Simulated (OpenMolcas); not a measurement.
# Ni7+: effect of the level shift or regulariser

- Program: OpenMolcas
- Basis: ANO-R1 [5s4p2d1f]
- Scalar Hamiltonian: X2C, finite nucleus
- Active space: 3 electrons in 5 orbitals (3d)
- State averaging: 2S+1 = 4 even, 10 roots; 2S+1 = 2 even, 40 roots
- Spin-orbit coupling: state interaction with AMFI integrals over the reference wave functions, term energies averaged over their components

Methods on the same reference wave functions:
A. CASSCF
B. MS-CASPT2, IPEA 0.25 Eh, imaginary shift 0.1 Eh (closed shells correlated: 3s 3p)
C. MS-CASPT2, IPEA 0.25 Eh, real shift 0.2 Eh (closed shells correlated: 3s 3p)

Energies in cm⁻¹ above 3d³ ⁴F_3/2, the measured ground level; measured values from Corliss and Sugar, J. Phys. Chem. Ref. Data 10, 197 (1981).

```json
{"Level": "3d³ ⁴F_3/2", "A": "0.0", "B": "0.0", "C": "0.0", "Measured": "0.0"}
{"Level": "3d³ ⁴F_5/2", "A": "955", "B": "965", "C": "965", "Measured": "1012"}
{"Level": "3d³ ⁴F_7/2", "A": "2224", "B": "2240", "C": "2240", "Measured": "2184"}
{"Level": "3d³ ⁴F_9/2", "A": "3753", "B": "3760", "C": "3760", "Measured": "3721"}
{"Level": "3d³ ⁴P_1/2", "A": "27928", "B": "24500", "C": "24510", "Measured": "23261"}
{"Level": "3d³ ⁴P_3/2", "A": "28181", "B": "24750", "C": "24760", "Measured": "23710"}
{"Level": "3d³ ²G_7/2", "A": "28956", "B": "27070", "C": "27080", "Measured": ""}
{"Level": "3d³ ⁴P_5/2", "A": "29455", "B": "26020", "C": "26020", "Measured": "24669"}
{"Level": "3d³ ²G_9/2", "A": "30118", "B": "28310", "C": "28310", "Measured": ""}
{"Level": "3d³ ²P_1/2", "A": "38089", "B": "34730", "C": "34800", "Measured": ""}
{"Level": "3d³ ²H_9/2", "A": "38359", "B": "37970", "C": "37950", "Measured": ""}
{"Level": "3d³ ²H_11/2", "A": "39148", "B": "38820", "C": "38800", "Measured": ""}
{"Level": "3d³ ²D_5/2(1)", "A": "42591", "B": "37620", "C": "37630", "Measured": ""}
{"Level": "3d³ ²F_7/2", "A": "64990", "B": "60270", "C": "60270", "Measured": ""}
{"Level": "3d³ ²F_5/2", "A": "65512", "B": "60780", "C": "60790", "Measured": ""}
{"Level": "3d³ ²D_5/2(2)", "A": "101205", "B": "93450", "C": "93460", "Measured": ""}
{"Level": "3d³ ²D_3/2(2)", "A": "101830", "B": "94070", "C": "94080", "Measured": ""}
```

Deviations, from unrounded energies. A percentage is the sum of absolute deviations over the sum of measured energies, with the sign that they share, or ± where signs differ.

| Against measurement | Levels | A | B | C |
| --- | --- | --- | --- | --- |
| mean absolute deviation (cm-1) | 6 | 2300 | 630 | 630 |
| fine structure of the ground term (%) | 3 | ±1.9 | ±2.1 | ±2.1 |
| other terms of the ground configuration (%) | 3 | +19.4 | +5.1 | +5.1 |

B, C lie about equally close to measurement and A furthest from it. The largest miss of B in the table is 3d³ ⁴P_5/2, by +1400 cm-1. The ranking rests on the paired levels alone, and a cruder setting can come out closer through cancelling errors.

Between B and C the level of the table that moves most is 3d³ ²P_1/2, by 68 cm-1 (lowest in B, highest in C). Moves below CASPT2's spread within the term are not significant.

The two smallest mean deviations differ by little beside CASPT2's spread within terms, so their order carries little weight.

From A to B the spin-free energies of the other terms of 3d³ shown, above ⁴F, scale by factors of 0.87 to 0.99.

The lowest spin-free term lies below A's lowest term by 0.216 hartree in B, 0.216 hartree in C.

CASPT2 breaks the degeneracy within a term, and the mean is taken; among the terms shown or strongly mixed into the levels shown the widest spread is 810 cm-1 (3d³ ⁴F, B). The basis is small and was not contracted for so high a charge. Without dynamic correlation excited terms often stand tens of per cent too high (terms of higher spin than the ground term too low), and those without a measured partner can miss by more than the paired ones (holds for A). Measured partners are found by configuration, term and J. A level has none where our copy of the source lacks it or the pairing is in doubt (some pairs that miss far off the trend of their configuration count as doubtful), and it then counts in no deviation. Levels of configurations outside the active space are missing. The table leaves out levels that lie high or whose names do not pair safely across all columns.

A number in round brackets counts repeated terms of one configuration in the order of the reference energies.
